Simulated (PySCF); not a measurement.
Species: C7H8BF.
Structure used (PBE0-D3(BJ)/def2-SVP), in Å, numbered top down from 1:
```
atom  x, y, z in Å
F1     3.1543    0.8795   -0.4160
C2     2.5136   -0.2710   -0.0581
C3     1.0110   -0.1178   -0.0091
C4     0.4742    1.1012   -0.3505
C5    -0.8769    1.5371   -0.4006
C6    -2.0346    0.8526   -0.1170
B7    -2.1882   -0.5938    0.3404
C8    -1.0090   -1.5439    0.5562
C9     0.3317   -1.3047    0.3971
H10    2.7808   -1.0623   -0.7822
H11    2.8856   -0.5873    0.9332
H12    1.2137    1.8570   -0.6280
H13   -0.9801    2.5829   -0.7173
H14   -2.9470    1.4489   -0.2440
H15   -3.3060   -1.0197    0.5453
H16   -1.2376   -2.5659    0.8848
H17    1.0094   -2.1443    0.6122
```

Linear response at B3LYP/def2-SVPD (PySCF, frozen core in the response, non-relativistic). The structure is a single PBE0-D3(BJ)/def2-SVP conformer in the gas phase; no vibrational or solvent corrections.

Static isotropic polarisability: 102.95 au (15.25 Å³), principal values 60.2, 114.2, 134.5 au.

(1) What is the polarisability at 1064 nm and at the sodium D line?

(2) What is the isotropic C6 coefficient between two such molecules, C6 = (3/π)∫α(iω)² dω?

(3) Which effective excitation energy ω̄ makes London's formula C6 = (3/4)α²ω̄ exact here?

(4) How many electrons N does the Slater–Kirkwood formula C6 = (3/4)·√N·α^(3/2) need to give this C6?

(5) The lowest 6 singlets have (eV, f): 4.44, 0.049; 4.59, 0.145; 5.15, 0.000; 5.23, 0.000; 5.43, 0.004; 5.52, 0.000. What share of the static polarisability do they carry in the sum over states α = Σ f/ω²?

(6) How anisotropic is the static polarisability, by Δα² = ½[(α1 − α2)² + (α2 − α3)² + (α3 − α1)²]?

(7) What does −C6/R⁶ come to at R = 10 Å between centres?

(8) What n − 1 at the D line would an ideal gas of it have at 273.15 K and 1 atm (2.6868 × 10¹⁹ cm⁻³), by n − 1 = 2π·N·α′?

(9) What three-body coefficient follows from the one-pole estimate C9 = (3/4)·α·C6?

## Answers

(1) 104.72 au at 1064 nm (+1.7 %), 109.33 au at 589.3 nm (+6.2 %). The rise at 589.3 nm is 3.59 times that at 1064 nm; a pure ω² law gives 3.26. The lowest singlet lies at 279 nm, shorter than both wavelengths.

(2) 3658 au (Eh·bohr⁶) by a ten-point quadrature over imaginary frequencies, which is 2190 eV·Å⁶ or 211 J·nm⁶/mol.

(3) ω̄ = 4·C6/(3α²) = 0.460 Eh = 12.5 eV. A one-pole form α(ω) = α/(1 − ω²/ω̄²) fitted to the 1064 nm value gives 8.9 eV.

(4) N = (4·C6/3)²/α³ = 21.8; the species has 64 electrons in all.

(5) 7.03 au, 6.8 % of α; the largest term, 5.09 au, is that of the state at 4.59 eV. Their oscillator strengths add up to 0.20. Higher states carry the rest.

(6) Δα = 66.5 au, or 0.65 of the isotropic value.

(7) -210 J/mol. This is the leading, orientation-averaged term; C8 and higher terms are left out.

(8) 27.35 × 10⁻⁴, a formal value whether or not that pressure can be reached.

(9) 282000 au. This is an estimate from the two numbers above, not a computed integral.
